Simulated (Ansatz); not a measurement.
Species: CH₃BO₂, SMILES `COB=O` (C–O–B–O torsion 179°) (charge 0, multiplicity 1).

Problem. Give a relaxed geometry from B3LYP-D3(BJ)/def2-TZVP (Ansatz, a quantum-chemistry and plane-wave program).

Solution. Several could match; the one computed here: the end point of this relaxation, one of several conformers (outside a Z-matrix the atoms follow the SMILES, hydrogens last).
Bonds (Å): C1–O2 1.439, C1–H5 1.090, C1–H6 1.086, C1–H7 1.090, O2–B3 1.315, B3–O4 1.215. Bond angles (°): O2–C1–H5 110.2, O2–C1–H6 106.6, O2–C1–H7 110.3, H5–C1–H6 109.8, H5–C1–H7 110.1, H6–C1–H7 109.8, C1–O2–B3 124.2, O2–B3–O4 178.1.
